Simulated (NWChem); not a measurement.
WNHOClF; SMILES [NH]=[W](=[O])([F])[Cl]

Program: NWChem. Medium grid unless said otherwise, to which SCAN and Minnesota functionals are sensitive. Geometry: optimised at PBE0/def2-SVP. def2 effective core potentials on W; no spin-orbit coupling. Total energies of different functionals are on different scales.

```json
[
 {"level": "B3LYP/def2-SVP", "energy (Ha)": "-757.6070", "highest occupied level (eV)": "-8.44", "orbital gap (eV)": "5.95", "dipole (D)": "1.60"},
 {"level": "PBE/def2-SVP", "energy (Ha)": "-757.2177", "highest occupied level (eV)": "-7.26", "orbital gap (eV)": "4.26", "dipole (D)": "1.50"},
 {"level": "BLYP/def2-SVP", "energy (Ha)": "-757.5513", "highest occupied level (eV)": "-7.06", "orbital gap (eV)": "4.21", "dipole (D)": "1.49"},
 {"level": "TPSSh/def2-SVP", "energy (Ha)": "-757.5837", "highest occupied level (eV)": "-7.97", "orbital gap (eV)": "5.26", "dipole (D)": "1.56"},
 {"level": "LDA (Slater exchange, VWN5)/def2-SVP", "energy (Ha)": "-754.4132", "highest occupied level (eV)": "-7.44", "orbital gap (eV)": "4.22", "dipole (D)": "1.56"},
 {"level": "r2SCAN0/def2-SVP", "energy (Ha)": "-757.3620", "highest occupied level (eV)": "-9.04", "orbital gap (eV)": "6.69", "dipole (D)": "1.66"},
 {"level": "TPSS/def2-SVP", "energy (Ha)": "-757.6448", "highest occupied level (eV)": "-7.37", "orbital gap (eV)": "4.40", "dipole (D)": "1.52"},
 {"level": "PW6B95/def2-SVP", "energy (Ha)": "-758.1779", "highest occupied level (eV)": "-8.87", "orbital gap (eV)": "6.59", "dipole (D)": "1.64"},
 {"level": "N12/def2-SVP", "energy (Ha)": "-757.6306", "highest occupied level (eV)": "-7.22", "orbital gap (eV)": "4.22", "dipole (D)": "1.62"},
 {"level": "BP86/def2-SVP", "energy (Ha)": "-757.7552", "highest occupied level (eV)": "-7.37", "orbital gap (eV)": "4.25", "dipole (D)": "1.51"}
]
```
